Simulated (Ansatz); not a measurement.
Relaxation of Cl$_{2}$GaH$_{4}$P (8 atoms, charge 0, multiplicity 1), to a largest force component of 0.03 eV/Å in at most 50 steps.

Theory: Ansatz, RKS B3LYP-D4/def2-SVP.

```xyz
8
Properties=species:S:1:pos:R:3:forces:R:3
Ga 0.022 0.187 0.003 -0.01 -0.03 0.25
H -0.061 0.225 1.563 -0.02 0.47 -0.29
Cl 1.900 0.271 -1.048 0.00 0.00 0.00
Cl -1.731 0.016 -1.236 0.00 0.00 0.00
P 0.209 -3.012 1.380 0.02 -0.14 -0.21
H -0.764 -2.915 0.330 0.05 -0.01 0.06
H 1.311 -2.742 0.501 -0.07 -0.02 0.06
H 0.063 -1.638 1.741 0.02 -0.27 0.12
```

Task: Where does it end, and by what steps?

Result: The forces met the threshold. The force dipped under the threshold on the way, but the program's further checks kept it going. After 14 steps the energy has fallen by 0.174 eV; H2 moved furthest, 0.52 Å.

| step | energy less start (eV) | largest force component (eV/Å) | accepted |
| --- | --- | --- | --- |
| 0 | 0.0000 | 0.468 | yes |
| 1 | -0.0957 | 0.187 | yes |
| 2 | -0.1289 | 0.273 | yes |
| 3 | -0.1562 | 0.311 | yes |
| 4 | -0.1646 | 0.350 | yes |
| 5 | -0.1694 | 0.280 | yes |
| 6 | -0.1711 | 0.164 | yes |
| 7 | -0.1730 | 0.046 | yes |
| 8 | -0.1733 | 0.006 | yes |
| 9 | -0.1735 | 0.055 | yes |
| 10 | -0.1737 | 0.055 | yes |
| 11 | -0.1739 | 0.065 | yes |
| 12 | -0.1740 | 0.049 | yes |
| 13 | -0.1740 | 0.035 | yes |
| 14 | -0.1741 | 0.023 | yes |

```xyz
8
Properties=species:S:1:pos:R:3
Ga 0.025 0.199 0.039
H -0.106 0.738 1.485
Cl 1.925 0.078 -0.978
Cl -1.695 -0.221 -1.195
P 0.233 -3.140 1.168
H -0.804 -2.711 0.285
H 1.274 -2.543 0.394
H 0.096 -2.009 2.036
```

The run took 47 s on 2 threads of Arm Neoverse V1, with other jobs on the host, peak memory 0.27 GiB.
